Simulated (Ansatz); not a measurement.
Compounds of Al with 3 ligands, in which NH2 is traded for OH. Quantity: electronic atomisation energy to ground-state atoms, in kcal/mol. Each molecule is optimised on its own at B3LYP-D3(BJ)/def2-TZVP (Ansatz, an electronic-structure program), one conformer each, not searched for the lowest. Correlated levels leave the core frozen unless marked. Open shells are spin-unrestricted. No spin-orbit coupling. Non-relativistic. CBS marks a two-point X^-3 extrapolation of the correlation energy; Hartree-Fock from the larger set. The first level has limits of its own: it lacks core correlation, which all-electron functionals hold.

```csv
n(OH),species (SMILES),"CCSD(T)/CBS(aug-cc-pV(T+d)Z,aug-cc-pV(Q+d)Z) (Ansatz)",PBE/def2-TZVPD (Ansatz),PBE0-D4/def2-TZVPD (Ansatz + dftd4)
0,[NH2][Al]([NH2])[NH2],830.5,836.5,820.4
1,[NH2][Al]([NH2])[OH],778.2,780.7,764.0
2,[NH2][Al]([OH])[OH],?,?,?
3,[OH][Al]([OH])[OH],672.7,667.9,650.1
```

Fit a straight line through the known rows at each level by least squares, predict the withheld row (n(OH) = 2), and compare with the run.


- The known rows have mean n(OH) = 1.33333 and Σ(n(OH) - mean)² = 4.6667.
- CCSD(T)/CBS(aug-cc-pV(T+d)Z,aug-cc-pV(Q+d)Z): mean 760.467, Σ(n(OH) - mean)(y - mean) = -245.567, slope -52.621 kcal/mol a step; the line gives 760.467 + (-52.621)×(2 - 1.33333) = 725.4; the run gives 725.7, +0.3 from the line, whose largest residual on the known rows is 0.2.
- PBE/def2-TZVPD: mean 761.700, Σ(n(OH) - mean)(y - mean) = -262.400, slope -56.228 kcal/mol a step; the line gives 761.700 + (-56.228)×(2 - 1.33333) = 724.2; the run gives 724.6, +0.4 from the line, whose largest residual on the known rows is 0.3.
- PBE0-D4/def2-TZVPD: mean 744.833, Σ(n(OH) - mean)(y - mean) = -265.033, slope -56.792 kcal/mol a step; the line gives 744.833 + (-56.792)×(2 - 1.33333) = 707.0; the run gives 707.3, +0.3 from the line, whose largest residual on the known rows is 0.2.
- PBE minus the first level along the series: +6.0, +2.5, -1.1, -4.8 kcal/mol.
